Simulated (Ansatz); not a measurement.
Ansatz results at the PBE0-D4/def2-TZVP geometry: HOMO energy (PBE0/def2-TZVPP) -6.82 eV; HOMO–LUMO gap (B3LYP/def2-TZVPP) 5.90 eV; size of the dipole moment (B3LYP/def2-TZVPP) 3.77 D.

Each molecule was computed in one conformer, which needn't be the lowest.

Question: Which molecule gave them?
A. `O1[SiH2]P1`
B. `O/C=C\CBr`
C. `Cl[CH2][GeH2][SeH]`
D. `C=C(Br)OC`

Answer: B. The others give `O1[SiH2]P1`: -7.25, 5.80, 1.84; `C=C(Br)OC`: -7.08, 6.58, 1.55; `Cl[CH2][GeH2][SeH]`: -7.02, 6.25, 2.31.

B3LYP here is the variant with VWN-RPA as its local correlation; programs differ in this.
